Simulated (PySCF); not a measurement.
These 2 structures share the formula C5H14OP2. Level of theory: PySCF, PBE0-D3(BJ)/def2-SVP geometry optimisation, gas phase. Energies are electronic, without zero-point or thermal terms, for one conformer each. No frequencies were run at this level. Point groups hold within 0.08 Å.

Problem. Rank from lowest to highest electronic energy at this level (kJ/mol).
A. `[CH3:1][CH2:2][P@@:3]([CH3:4])(=[O:5])[P:6]([CH3:7])[CH3:8]` with C1–C2–P3–C4 55°, C2–P3–P6–C7 -74°
B. `[CH3:1][C:2]([CH3:3])([CH3:4])[P@:5]([CH3:6])(=[O:7])[PH2:8]` with C2–P5–P8–H 180° and 87°

Solution. A (0.0), B (23.5).

```json
{"SMILES": "CC[P@@](C)(=O)P(C)C", "E (Eh)": "-955.95584", "E rel (kJ/mol)": "0.0", "dipole (D)": "2.68", "point group": "C1", "A, B, C (MHz)": "1750, 1139, 985.5"}
{"SMILES": "CC(C)(C)[P@](C)(=O)P", "E (Eh)": "-955.94688", "E rel (kJ/mol)": "23.5", "dipole (D)": "3.03", "point group": "C1", "A, B, C (MHz)": "1714, 1180, 1051"}
```

Problem. How do the relative energies change in single points at PBE0/pcSseg-1 (no added dispersion term) on the same geometries?

Solution. 
```tsv
SMILES	PBE0-D3(BJ)/def2-SVP (kJ/mol)	PBE0/pcSseg-1 (kJ/mol)	shift
CC[P@@](C)(=O)P(C)C	0.0	0.0	0.0
CC(C)(C)[P@](C)(=O)P	23.5	27.7	+4.2
```

Each column counts from its own lowest isomer. The order is unchanged; the largest shift is 4.2 kJ/mol.
